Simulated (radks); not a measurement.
Task: Eu3+, configuration [Kr] 4d10 4f6 5s2 5p5 5d1 (not the ground configuration). Calculated with a radial shooting solver on a logarithmic mesh with Libxc functionals: Dirac Kohn-Sham, exchange-only LDA, spin-unpolarised, spherical densities, finite nucleus; open shells are shared between the two j in proportion to 2j + 1; Fermi nuclear charge, rms radius 5.1115 fm. Some entries of the table are withheld. Estimate them.

orbital,occ.,eigenvalue (eV),<r> (bohr)
1s1/2,2,-48298.63,0.02234
2s1/2,2,-7955.881,0.09466
2p1/2,2,-7553.046,0.07910
2p3/2,4,-6905.862,0.08583
3s1/2,2,-1776.256,0.2495
3p1/2,2,-1601.725,0.2390
3p3/2,4,-1469.891,0.2519
3d3/2,4,-1166.426,0.2237
3d5/2,6,-1137.717,0.2277
4s1/2,2,-378.4811,0.5657
4p1/2,2,-311.0194,0.5784
4p3/2,4,-281.6480,0.6078
4d3/2,4,-170.2475,0.6458
4d5/2,6,-164.9562,0.6562
5s1/2,2,(1),1.343
5p1/2,1.66667,(2),1.488
5p3/2,3.33333,(3),1.571
4f5/2,2.57143,-34.6365,0.8642
4f7/2,3.42857,-33.9496,0.8743
5d3/2,0.4,-25.0162,2.141
5d5/2,0.6,-24.5745,2.176
6s1/2,0,-22.2098,3.127
6p1/2,0,-17.4802,3.591
6p3/2,0,-16.6897,3.742

Result: 
(1) 5s1/2 eigenvalue (eV): -73.5852
(2) 5p1/2 eigenvalue (eV): -54.5326
(3) 5p3/2 eigenvalue (eV): -50.1725
